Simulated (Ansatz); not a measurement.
Geometry optimisation, RKS PBE/def2-SVP in Ansatz 0.2.0.

Input:

```yaml
crystal:
  periodic: [false, false, false]
  atoms:
    - { symbol: Ta, position_ang: [0.0, 0.0, 0.0] }
    - { symbol: O, position_ang: [2.37, 0.0, 0.0] }
    - { symbol: H, position_ang: [2.7071, -0.5308, 0.7903] }
    - { symbol: O, position_ang: [0.0, 0.0, 2.02] }
    - { symbol: H, position_ang: [-0.2547, -0.9174, 2.3571] }
    - { symbol: O, position_ang: [0.0, 0.0, -2.02] }
    - { symbol: H, position_ang: [-0.6343, -0.71, -2.3571] }
    - { symbol: "N", position_ang: [-1.08, 1.8706, 0.0] }
    - { symbol: H, position_ang: [-1.6414, 2.1584, 0.8518] }
    - { symbol: H, position_ang: [-1.0486, 2.5007, -0.8518] }
    - { symbol: O, position_ang: [-1.01, -1.7493, 0.0] }
    - { symbol: H, position_ang: [-1.6563, -1.7655, 0.776] }
    - { symbol: F, position_ang: [0.7032, 1.7429, 1.2003] }
    - { symbol: H, position_ang: [1.8595, 1.1325, 0.7799] }
basis:
  gaussian: { orbitals: def2-SVP }
hamiltonian:
  xc: pbe
relax:
  f_tol: 0.15
  max_steps: 25
  restrain:
    - { distance: [0, 12], at: 1.93, k: 30.0 }
    - { distance: [13, 1], at: 1.01, k: 30.0 }
    - { distance: [0, 1], at: 3.22, k: 30.0 }
    - { distance: [13, 12], at: 2.12, k: 30.0 }
```

Launched with:

```bash
$ ansatz run input.yaml --threads 4 --pin off --max-ram 5120MiB --backend cpu --events-out ev --progress --plain --runs-dir out
```

Task: Where does it end, and by what steps?

Result: It converged. The restraints hold the end off the free minimum; the threshold counts their pulls, which the force column leaves out. Restrained pairs: Ta1–F13 (2.23 → 1.93 Å), O2–H14 (1.47 → 0.99 Å), Ta1–O2 (2.37 → 3.21 Å), F13–H14 (1.37 → 2.12 Å). After 13 steps the energy has fallen by 4.537 eV (the restraints' own energy left out); H14 moved furthest, 1.43 Å.

| step | energy less start (eV) | largest force component (eV/Å) | accepted |
| --- | --- | --- | --- |
| 0 | 0.0000 | 5.401 | yes |
| 1 | -0.4571 | 4.178 | yes |
| 2 | -0.9486 | 4.121 | yes |
| 3 | -1.9526 | 3.197 | yes |
| 4 | -3.0025 | 1.600 | yes |
| 5 | -3.6093 | 1.089 | yes |
| 6 | -3.9356 | 1.004 | yes |
| 7 | -4.1565 | 0.788 | yes |
| 8 | -4.3241 | 0.707 | yes |
| 9 | -4.4347 | 0.679 | yes |
| 10 | -4.5063 | 0.715 | yes |
| 11 | -4.4524 | 1.350 | no |
| 12 | -4.5244 | 0.792 | yes |
| 13 | -4.5373 | 0.738 | yes |

```xyz
14
Properties=species:S:1:pos:R:3
Ta -0.249 0.612 0.135
O 2.644 -0.773 0.286
H 2.682 -0.807 1.262
O -0.234 0.157 2.017
H -0.176 -0.589 2.637
O 0.101 0.504 -1.751
H 0.043 -0.322 -2.265
N -1.821 1.798 0.118
H -2.335 2.070 0.961
H -2.285 2.140 -0.728
O -0.883 -1.230 -0.187
H -1.223 -1.768 0.548
F 1.305 1.739 0.377
H 2.744 0.204 0.138
```

The run took 36 s on 4 threads of Arm Neoverse V1 (shared host), peak memory 0.22 GiB.
